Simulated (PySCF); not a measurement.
Br2Cu, SMILES [Br][Cu-][Br], charge -1, multiplicity 1.

Geometry optimised at PBE-D3(BJ)/def2-SVPD. The multiplicity is an assumed one; other spin states were not compared.

Computed with PBE-D3(BJ)/def2-SVPD (PySCF).

Frequencies are harmonic and unscaled.

Modes within 1.5 cm⁻¹ of each other (mostly degenerate sets) share a row, with their intensities summed.

```
mode  ν (cm⁻¹)  IR (km/mol)  moving atoms (share of kinetic energy)
----  --------  -----------  --------------------------------------
1–2         71          4.1                        Cu 72 %, Br 28 %
3          179          0.0                                Br 100 %
4          312         27.1                        Cu 72 %, Br 28 %
```
